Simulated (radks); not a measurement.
Results of a calculation; reference values are marked as such.
Excited configurations of the platinum ion Pt+: one electron is placed in a higher orbital outside [Xe] 4f14 5d8. The ground configuration is [Xe] 4f14 5d9. Code: a radial shooting solver on a logarithmic mesh with Libxc functionals. Model: Dirac Kohn-Sham, PBEsol, spin-unpolarised, spherical densities, point nucleus; open shells fill j = l - 1/2 first. Excitation = E - E(ground); binding = E(ion) - E, where the ion is the core of charge +2; n* = 2/sqrt(2 binding) in atomic units, and the quantum defect is n - n*.

| outer orbital | excitation (eV) | binding (eV) | n* | quantum defect | <r> (bohr) |
|---|---|---|---|---|---|
| 5f5/2 | 15.846 | 3.511 | 3.937 | 1.063 | 8.578 |
| 6s1/2 | 1.370 | 17.987 | 1.739 | 4.261 | 2.624 |
| 7p1/2 | 13.914 | 5.443 | 3.162 | 3.838 | 7.344 |
| 7d3/2 | 16.016 | 3.341 | 4.036 | 2.964 | 11.27 |
| 7f5/2 | 17.650 | 1.707 | 5.646 | 1.354 | 21.90 |

The Delta-SCF ionisation energy is 19.357 eV (NIST Atomic Spectra Database: 18.6 eV, measured). Self-interaction in the functional shifts the binding energies and quantum defects, so they are the method's values and not measured ones. Spin polarisation and multiplet splitting are left out, so open shells lie too high by an amount that depends on their filling.

Beside tabulated values, note that spin-unpolarised runs miss the spin-polarisation part of the exchange energy of open shells.
